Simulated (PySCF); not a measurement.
Species: C4H11AlSSi.
Geometry (PBE0-D3(BJ)/def2-SVP, Å), atoms numbered from 1 in this order:
```
atom  x, y, z in Å
Si1    2.6055   -0.0768   -0.5455
S2     1.8188   -1.3683    0.9354
C3     0.1032   -0.6988    0.8331
C4    -0.7248   -1.2335   -0.3475
C5    -1.8508   -0.2462   -0.6932
C6    -1.2936    1.1732   -0.9305
Al7    0.0259    1.2777    0.5333
H8     4.0600    0.1935   -0.3713
H9     1.8663    1.2533   -0.3602
H10    2.3280   -0.4481   -1.9644
H11   -0.3524   -0.9958    1.7931
H12   -1.1263   -2.2427   -0.1528
H13   -0.0704   -1.3338   -1.2324
H14   -2.4205   -0.6227   -1.5609
H15   -2.5713   -0.2243    0.1461
H16   -2.0887    1.9351   -0.9451
H17   -0.8007    1.2232   -1.9192
H18    0.4924    2.4456    1.5069
```

Level: B3LYP/def2-SVPD in PySCF, non-relativistic, on one gas-phase PBE0-D3(BJ)/def2-SVP geometry that isn't relaxed in the solvent. The solvent is an IEF-PCM continuum (van der Waals radii × 1.2). The model holds no explicit solvent molecules, cavitation or dispersion.

Gas phase at B3LYP/def2-SVPD: HOMO -6.26 eV, LUMO -1.25 eV, dipole 1.09 D.

Q: What does the continuum do to the energy, the frontier levels and the dipole at B3LYP/def2-SVPD in acetonitrile and water?

A: 
| solvent | ε | E(solvent) − E(gas) (kJ/mol) | polarisation term (kJ/mol) | distortion of the solute (kJ/mol) | HOMO (eV) | LUMO (eV) | dipole (D) |
| --- | --- | --- | --- | --- | --- | --- | --- |
| acetonitrile | 35.69 | -15.76 | -19.00 | 3.24 | -6.16 | -0.95 | 1.65 |
| water | 78.36 | -16.23 | -19.68 | 3.45 | -6.16 | -0.95 | 1.67 |

Polarisation term: ½ Σ q·V over the induced surface charges. Distortion: the rise of the solute's own energy as its density leaves the gas-phase optimum. From acetonitrile to water the lowering changes by a factor 1.03, Onsager's factor (ε − 1)/(2ε + 1) by 1.02 and ε itself by 2.2.

Q: Which radius a makes the point-dipole formula ΔE = −[(ε − 1)/(2ε + 1)]·μ²/a³ give the value in water, with the gas-phase dipole?

A: μ = 0.430 au and |ΔE| = 0.00618 Eh give a = 1.29 Å; the farthest nucleus lies 4.07 Å from the centroid of the nuclei, so such a sphere wouldn't even hold the nuclei. The formula assumes a rigid point dipole at the centre of a sphere.

Q: Give the dipole vector in the frame of the coordinates (D, pointing from negative to positive charge), gas and water.

A: Gas (-0.17, 0.29, -1.04), solvent (-0.40, 0.66, -1.48). Its length changes by +53 % and its direction by 9°.

Q: How does the static polarisability (B3LYP/def2-SVPD, frozen core, with the continuum's full static response) change?

A: 
```
      medium  isotropic (au)  principal values (au)  ⟨r²⟩ of the electrons (bohr²)
         gas           121.3    108.8, 117.5, 137.6                         1395.0
acetonitrile           174.6    162.2, 172.0, 189.5                         1396.2
       water           176.5    164.3, 173.9, 191.1                         1396.2
```

The isotropic value in water is 1.46 times the gas-phase one; no cavity-field correction is applied. ⟨r²⟩ is taken about the centre of nuclear charge.
